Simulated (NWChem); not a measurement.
System meant: CH$_{5}$Al; SMILES [AlH2][CH3]

NWChem input:

```
start job
memory heap 200 mb stack 900 mb global 1100 mb
geometry units angstroms noautoz
  Al     0.010410     0.716897    -0.008486
  H     -1.369631     1.514565     0.009253
  H      1.372500     1.544444     0.009410
  C      0.011187    -1.239230    -0.018753
  H     -0.238208    -1.618990     0.988889
  H      0.984619    -1.672709    -0.296313
  H     -0.756704    -1.647163    -0.697019
end
basis spherical
  * library def2-svp
end
dft
  odft
  mult 2
  xc xpbe96 cpbe96
  iterations 150
  mulliken
end
task dft energy
```

End of the output:

```
 Summary of "ao basis" -> "" (spherical)
 ------------------------------------------------------------------------------
       Tag                 Description            Shells   Functions and Types
 ---------------- ------------------------------  ------  ---------------------
 *                          def2-svp                  on all atoms

  pbe96 is a nonlocal functional; adding pw91lda local functional.

                                 NWChem DFT Module
                                 -----------------

 Summary of "ao basis" -> "ao basis" (spherical)
 ------------------------------------------------------------------------------
       Tag                 Description            Shells   Functions and Types
 ---------------- ------------------------------  ------  ---------------------
 Al                         def2-svp                 8       18   4s3p1d
 H                          def2-svp                 3        5   2s1p
 C                          def2-svp                 6       14   3s2p1d

 Summary of "ao basis" -> "ao basis" (spherical)
 ------------------------------------------------------------------------------
       Tag                 Description            Shells   Functions and Types
 ---------------- ------------------------------  ------  ---------------------
 Al                         def2-svp                 8       18   4s3p1d
 H                          def2-svp                 3        5   2s1p
 C                          def2-svp                 6       14   3s2p1d

  number of electrons :                   24
  multiplicity        :                    2
 ------------------------------------------------------------------------
  no. of electrons and multiplicity not compatible                  24
 ------------------------------------------------------------------------
 ------------------------------------------------------------------------
  current input line :
    22: task dft energy
 ------------------------------------------------------------------------
 ------------------------------------------------------------------------
 There is an error in the input file
 ------------------------------------------------------------------------
 For more information see the NWChem manual at https://nwchemgit.github.io

0: no. of electrons and multiplicity not compatible:Received an Error in Communication
```

Q: What is wrong, and how is it mended?

A: The input was rejected before any calculation. Cause: the multiplicity doesn't fit the number of electrons (an even count wants an odd multiplicity, and the reverse). This input runs:
```
start job
memory heap 200 mb stack 900 mb global 1100 mb
geometry units angstroms noautoz
  Al     0.010410     0.716897    -0.008486
  H     -1.369631     1.514565     0.009253
  H      1.372500     1.544444     0.009410
  C      0.011187    -1.239230    -0.018753
  H     -0.238208    -1.618990     0.988889
  H      0.984619    -1.672709    -0.296313
  H     -0.756704    -1.647163    -0.697019
end
basis spherical
  Al library def2-svp
  H library def2-svp
  C library def2-svp
end
dft
  xc xpbe96 cpbe96
  iterations 150
  mulliken
end
task dft energy
```
It converges to -283.20592 Ha (PBE/def2-SVP).
